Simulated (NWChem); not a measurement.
System: C5H7O, doublet; SMILES C(C=[C]C)(=O)C

NWChem input:

```
start job
memory heap 200 mb stack 900 mb global 1100 mb
geometry units angstroms noautosym nocenter noautoz
  C     -0.002852    -2.857876    -0.003254
  C     -0.183169    -1.410303    -0.001617
  C      0.488194    -0.262518    -0.003156
  C     -0.166285     1.091225    -0.000068
  C      0.793865     2.270718     0.002789
  O     -1.379956     1.239479     0.000408
  H     -0.478475    -3.321256     0.888036
  H     -0.480760    -3.319322    -0.894318
  H      1.076154    -3.147904    -0.004900
  H      1.602196    -0.280703    -0.006486
  H      1.457793     2.232041    -0.886545
  H      1.455197     2.229356     0.893953
  H      0.223356     3.216549     0.003497
end
basis spherical
  C library def2-svp
  O library def2-svp
  H library def2-svp
end
dft
  odft
  mult 2
  xc pbe0
  iterations 150
end
property
  efieldgrad
end
task dft property
```

NWChem printed, in part:

```
             Northwest Computational Chemistry Package (NWChem) 7.3.0
             --------------------------------------------------------

                             Geometry "geometry" -> ""
                             -------------------------

 Output coordinates in angstroms (scale by  1.889725989 to convert to a.u.)

  No.       Tag          Charge          X              Y              Z
 ---- ---------------- ---------- -------------- -------------- --------------
    1 C                    6.0000    -0.00285200    -2.85787600    -0.00325400
    2 C                    6.0000    -0.18316900    -1.41030300    -0.00161700
    3 C                    6.0000     0.48819400    -0.26251800    -0.00315600
    4 C                    6.0000    -0.16628500     1.09122500    -0.00006800
    5 C                    6.0000     0.79386500     2.27071800     0.00278900
    6 O                    8.0000    -1.37995600     1.23947900     0.00040800
    7 H                    1.0000    -0.47847500    -3.32125600     0.88803600
    8 H                    1.0000    -0.48076000    -3.31932200    -0.89431800
    9 H                    1.0000     1.07615400    -3.14790400    -0.00490000
   10 H                    1.0000     1.60219600    -0.28070300    -0.00648600
   11 H                    1.0000     1.45779300     2.23204100    -0.88654500
   12 H                    1.0000     1.45519700     2.22935600     0.89395300
   13 H                    1.0000     0.22335600     3.21654900     0.00349700

 Effective nuclear repulsion energy (a.u.)     204.6198957938

                              NWChem Property Module
                              ----------------------

  itol2e modified to match energy
  convergence criterion.

                                 NWChem DFT Module
                                 -----------------

 Summary of "ao basis" -> "ao basis" (spherical)
 ------------------------------------------------------------------------------
       Tag                 Description            Shells   Functions and Types
 ---------------- ------------------------------  ------  ---------------------
 C                          def2-svp                 6       14   3s2p1d
 O                          def2-svp                 6       14   3s2p1d
 H                          def2-svp                 3        5   2s1p

  itol2e modified to match energy
  convergence criterion.

[...]

          -----------------------
          Electric field gradient
          -----------------------

 1 a.u. = 0.324123 10**(16) esu/cm**3  ( or statvolts/cm**2 ) = 0.97174 10**(22) v/m**2

 ------------------------------------------------------------
   Atom      X         Y         Z
 ------------------------------------------------------------
    1 C   -0.00539  -5.40060  -0.00615
 ------------------------------------------------------------

 Electric field gradient in molecular frame (a.u.)
         XX             YY             ZZ             XY             XZ             YZ
 ------------------------------------------------------------------------------------------
        0.013106      -0.047390       0.034284       0.042878       0.000068      -0.000218

 Principal components (a.u.) and orientation
 of principal axis w.r.t. absolute frame                      Asymmetry parameter eta
 --------------------------------------------------------------------------------------
       -0.069616       0.035333       0.034283                       0.015073

       -0.460194       0.887143       0.034622
        0.887816       0.459937       0.015513
        0.002161      -0.037877       0.999280

 ------------------------------------------------------------
   Atom      X         Y         Z
 ------------------------------------------------------------
    2 C   -0.34614  -2.66509  -0.00306
 ------------------------------------------------------------

 Electric field gradient in molecular frame (a.u.)
         XX             YY             ZZ             XY             XZ             YZ
 ------------------------------------------------------------------------------------------
        0.068449       0.246091      -0.314541       0.081215      -0.001292      -0.000064

 Principal components (a.u.) and orientation
 of principal axis w.r.t. absolute frame                      Asymmetry parameter eta
 --------------------------------------------------------------------------------------
       -0.314545       0.277625       0.036921                       0.765244

        0.003455       0.361943       0.932194
       -0.000386       0.932200      -0.361943
        0.999994      -0.000891      -0.003361

 ------------------------------------------------------------
   Atom      X         Y         Z
 ------------------------------------------------------------
    3 C    0.92255  -0.49609  -0.00596
 ------------------------------------------------------------

 Electric field gradient in molecular frame (a.u.)
         XX             YY             ZZ             XY             XZ             YZ
 ------------------------------------------------------------------------------------------
        0.003245       0.099802      -0.103047       0.008304      -0.000185       0.000051

 Principal components (a.u.) and orientation
 of principal axis w.r.t. absolute frame                      Asymmetry parameter eta
 --------------------------------------------------------------------------------------
       -0.103047       0.100511       0.002536                       0.950777

        0.001770       0.085065       0.996374
       -0.000324       0.996375      -0.085065
        0.999998       0.000173      -0.001791

 ------------------------------------------------------------
   Atom      X         Y         Z
 ------------------------------------------------------------
    4 C   -0.31423   2.06212  -0.00013
 ------------------------------------------------------------

[...]
```

Level: PBE0/def2-SVP, spin-unrestricted. The geometry was optimised at PBE-D3(BJ)/def2-SVP, spin-unrestricted. No stability test was run on the SCF state. NWChem prints the field gradient with the sign opposite to the second derivative of the potential.
